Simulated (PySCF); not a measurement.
# Ionisation energy of Pd³²⁺ by level of theory

Pd³²⁺ [Ne] 3s2 3p2 (3P) → Pd³³⁺ [Ne] 3s2 3p1 (2P), as a difference of total energies. Computed with PySCF 2.14 in an uncontracted even-tempered set (16 s from 4.7 bohr⁻², ratio 2.5; 10 p from 6.1 bohr⁻², ratio 2.5; 5 d from 26 bohr⁻², ratio 2.7; 4 f from 38 bohr⁻², ratio 2.7), with no relativity, point nucleus. Correlated levels: outer shells: 1s2 frozen; virtual orbitals above 40 to 60 times the deepest correlated orbital energy dropped. The calculations carry no spin-orbit coupling.

```
                method  ionisation energy (eV)
                   UHF                  1918.0
    MP2 (outer shells)                  1918.3
SCS-MP2 (outer shells)                  1918.1
   CCSD (outer shells)                  1918.1
CCSD(T) (outer shells)                  1918.1
```

Spin-orbit coupling is strong in these open shells (close to jj coupling). The scalar numbers leave it out and a first-order estimate fails, so it can dominate the gap to the real levels.

The gap to the reference is mostly relativistic.

For comparison: 1962 ± 4 eV (semi-empirical (NIST evaluation); NIST Atomic Spectra Database, ionization energies).
